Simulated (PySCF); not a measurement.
**`C=CP(N)CCC`, C5H12NP**

Geometry (Å), atoms numbered from 1 in this order:
```xyz
19

C     1.193    1.713   -1.815
C     1.350    0.488   -1.344
P     0.034   -0.776   -1.376
N     1.113   -2.126   -1.290
C    -0.353   -0.748    0.451
C    -1.115    0.507    0.852
C    -1.447    0.512    2.340
H     1.980    2.450   -1.778
H     0.262    2.031   -2.256
H     2.287    0.154   -0.913
H     1.600   -2.235   -2.176
H     0.593   -2.985   -1.129
H    -0.957   -1.635    0.667
H     0.589   -0.836    1.000
H    -2.038    0.570    0.270
H    -0.513    1.387    0.610
H    -1.978    1.422    2.610
H    -2.075   -0.340    2.595
H    -0.537    0.456    2.933
```

The calculation used GIAO B97-2/pcSseg-1 magnetisability, rotational g tensor and spin-rotation constants, non-relativistic, gas phase in PySCF. Geometry: GFN2-xTB.

Q: Give the nuclear spin-rotation constants along the inertial axes (H = +C I·J) beside the isotropic shieldings.

A: Rotational constants 2.8024, 1.3804, 1.0252 GHz. A star marks the isotopologue with that one atom substituted, in its own axes.
```
atom  isotope  Caa (kHz)  Cbb (kHz)  Ccc (kHz)  mean (kHz)  σ (ppm)
  P3      31P      5.073      2.311      1.585       2.990    281.9
  N4      14N      0.106      0.053      0.049       0.069    233.1
  H8       1H     -0.271      0.019     -0.029      -0.094     25.6
  H9       1H     -0.298     -0.119      0.080      -0.112     25.8
 H10       1H     -0.305     -0.124      0.098      -0.111     25.2
 H11       1H      0.029     -0.165     -0.131      -0.089     31.5
 H12       1H     -0.343      0.001     -0.125      -0.156     31.8
 H13       1H     -0.248      0.016     -0.121      -0.117     30.4
 H14       1H     -0.289     -0.168      0.034      -0.141     30.3
 H15       1H     -0.291     -0.154      0.025      -0.140     30.5
 H16       1H     -0.257      0.009     -0.108      -0.119     30.5
 H17       1H     -0.158     -0.054     -0.099      -0.103     30.5
 H18       1H     -0.256     -0.003     -0.107      -0.122     30.8
 H19       1H     -0.306     -0.158      0.026      -0.146     30.8
  C1     13C*      0.444      0.459      0.467       0.457     53.4
  C2     13C*      0.580      0.502      0.500       0.527     30.4
  C5     13C*      0.458      0.268      0.189       0.305    143.9
  C6     13C*      0.427      0.203      0.146       0.259    165.2
  C7     13C*      0.366      0.206      0.153       0.242    167.2
```
For the geometry as given, no vibrational averaging.

Q: How do the rotational constants and the g tensor change when H8, H9, H10, H11, H12, H13, H14, H15, H16, H17, H18, H19 are replaced by deuterium?

A: Constants 2.2815, 1.1557, 0.8613 GHz; g -0.0037, -0.0078, -0.0036, against -0.0045, -0.0093, -0.0043 before.
